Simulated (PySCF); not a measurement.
# Correlation energy of O⁺ (oxygen, charge +1)

[He] 2s2 2p3, high-spin 4S determinant. Computed with PySCF 2.14 in 6-31G*, with no relativity, point nucleus. Frozen: 1s2; 5 electrons correlated.

MP2 pair energies summed by pair of shells (mhartree):

```
 pair  energy  share (%)
2s-2p  -40.63       67.0
2p-2p  -13.81       22.8
2s-2s   -6.20       10.2
```

Total MP2 correlation energy: -60.64 mhartree.

Same-spin part -16.54 and opposite-spin part -44.10 mhartree; SCS-MP2 scales them by 1/3 and 6/5 to -58.44 mhartree.

| level | correlation energy (mhartree) |
| --- | --- |
| CCSD | -76.07 |
| (T) | -0.54 |
| CCSD(T) | -76.61 |

Diagnostics: T1 = 0.0048, D1 = 0.0077, largest double amplitude 0.038.

Question: Is a single reference adequate?

Answer: Yes: T1 lies below 0.03 and no double amplitude reaches 0.07.
